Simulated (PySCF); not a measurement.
Structure problem from calculated spectra and properties.

Elements present: C, H, P and Si. Monoisotopic mass: 88.9971 u (electron mass counted); charge +1.

| Item | Value |
| --- | --- |
| 13C NMR | chemical shifts (computed TMS as zero) by class: 126.1 (1 C), 67.2 (1 C) ppm [GIAO B3LYP/pcSseg-2] |
| Valence photoelectron | vertical ionisation energy: 15.17 eV [ΔSCF CAM-B3LYP/def2-SVPD] |
| UV, first state | lowest singlet excitation: 5.46 eV (227 nm, f = 0.000) [TDDFT CAM-B3LYP/def2-SVPD] |
| UV, strongest line | among the 10 lowest singlet transitions: S10 at 8.10 eV (153 nm, f = 0.515) [TDDFT CAM-B3LYP/def2-SVPD] |
| Polarisability | 68.6 au [CAM-B3LYP/def2-SVPD] |
| Rotational structure | rotational constants A, B, C: 7.911, 2.337, 1.881 GHz [PBE0-D3(BJ)/def2-SVP] |
| 1H NMR | chemical shifts (computed TMS as zero) by class: 5.33 (2 H), 5.17 (3 H), 3.51 (1 H) ppm [GIAO B3LYP/pcSseg-2] |

Gas-phase values; electronic properties from PySCF, density fitting. Levels stand in brackets. Isolated species at its PBE0-D3(BJ)/def2-SVP geometry, gas phase. NMR classes are plain means over equivalent atoms (diastereotopic ones count apart unless rotation or inversion swaps them), as if these changed places fast.

Problem. Which formula fits the mass and the elements?

Solution. C2H6PSi (calculated 88.9971). No other formula that holds each of these elements comes within 0.0003 u with a fitting electron parity and a possible valence count.

Problem. Propose a structure and show how it fits.

Solution. Numbering: `[CH:1]#[C:2][SiH2:3][PH3+:4]`. 2 carbons fall into 2 classes; from least to most shielded: terminal alkyne carbon [C1] (126.1 ppm), alkyne carbon [C2] (67.2 ppm). Hydrogen classes from least to most shielded: 2 H on an SiH2 silicon, Si3 (5.33 ppm), 3 H on a phosphorus bonded to Si and 3 H, P4 (5.17 ppm), 1 H on a terminal alkyne carbon, C1 (3.51 ppm). S1 is mainly HOMO→LUMO (weight 0.82); the largest Löwdin shares of the orbital it empties are 0.43 on the alkyne carbon, 0.40 on the terminal alkyne carbon and 0.08 on the SiH2 silicon, of the orbital it fills 0.26 on the SiH2 silicon, 0.18 on the phosphorus bonded to Si and 3 H, 0.17 on the terminal alkyne carbon and 0.17 on the alkyne carbon. The optimised geometry has point group Cs and is an asymmetric top. Structure: `C#C[SiH2][PH3+]`. The assignments are read from this structure; whether some other isomer fits the data as well wasn't checked.
